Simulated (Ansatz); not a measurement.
```yaml
crystal:
  periodic: [false, false, false]
  atoms:
    - {symbol: N, position_ang: [-0.722270, 0.295502, -0.476701]}
    - {symbol: Ge, position_ang: [0.298288, 0.033258, 0.061474]}
    - {symbol: O, position_ang: [0.206362, -0.994948, 0.367127]}
    - {symbol: H, position_ang: [-1.112357, 0.393302, -0.140028]}
    - {symbol: H, position_ang: [-0.660226, 0.845971, -1.049438]}
    - {symbol: H, position_ang: [0.524274, 0.573635, 0.846549]}
    - {symbol: H, position_ang: [0.993471, 0.169859, -0.634770]}
    - {symbol: H, position_ang: [0.434655, -1.123770, 0.948353]}
basis:
  gaussian: {orbitals: x2c-TZVPPall, nuclear_model: gaussian}
hamiltonian: {xc: {name: PBE}}
accuracy: high
output: {forces: true}
```

```sh
$ ansatz run in.yaml --threads 2 --pin off --events-out ev --progress --plain --max-ram 4352MiB
```

It prints (some lines left out):

```
Functional definition: PBE
2974 factors; integrals over basis functions are off by at most 4.5e-9 eV
mean field evaluation 1: about -60596.7122 eV, gradient 1.6e2 eV
mean field evaluation 2: about -60453.4726 eV, gradient 2.9e2 eV
mean field evaluation 4: about -60630.1747 eV, gradient 3.6e1 eV
mean field evaluation 8: about -60631.0831 eV, gradient 3.6e-1 eV
mean field evaluation 16: about -60631.0833 eV, gradient 6.1e-6 eV
mean field -60631.08325502 eV, -2228.1512123977 hartree, gradient 2.5e-8 eV, S^2 0.000000; 0 other end points of the search recorded, 0 dependent functions left out
reference -60631.08325805 eV, -2228.1512125092 hartree; 26, 26 occupied and 154, 154 virtual orbitals, 2974 factors
Total energy: -60631.08325805 eV, -2228.1512125092 hartree
Relativity: scalar
Atom 0 at    -0.722270     0.295502    -0.476701 Å, force    20.244282   -11.321009  -118.917407 eV/Å
Atom 1 at     0.298288     0.033258     0.061474 Å, force    61.203688   104.804894   -12.455277 eV/Å
Atom 2 at     0.206362    -0.994948     0.367127 Å, force   -30.562512  -143.266827    -0.788266 eV/Å
Atom 3 at    -1.112357     0.393302    -0.140028 Å, force  -106.872991    25.769356    87.154447 eV/Å
Atom 4 at    -0.660226     0.845971    -1.049438 Å, force    -1.175392    12.971890   -14.500326 eV/Å
Atom 5 at     0.524274     0.573635     0.846549 Å, force     9.458147    22.721530    31.897783 eV/Å
Atom 6 at     0.993471     0.169859    -0.634770 Å, force    27.436393     5.773694   -25.875860 eV/Å
Atom 7 at     0.434655    -1.123770     0.948353 Å, force    20.268385   -17.453528    53.484906 eV/Å
Dipole moment:    -0.136714     0.082208     0.194760 e Å
```

In this input the geometry is squeezed to about two thirds of its size. The calculation finished and met its thresholds. The result belongs to that input, not to the molecule as meant.
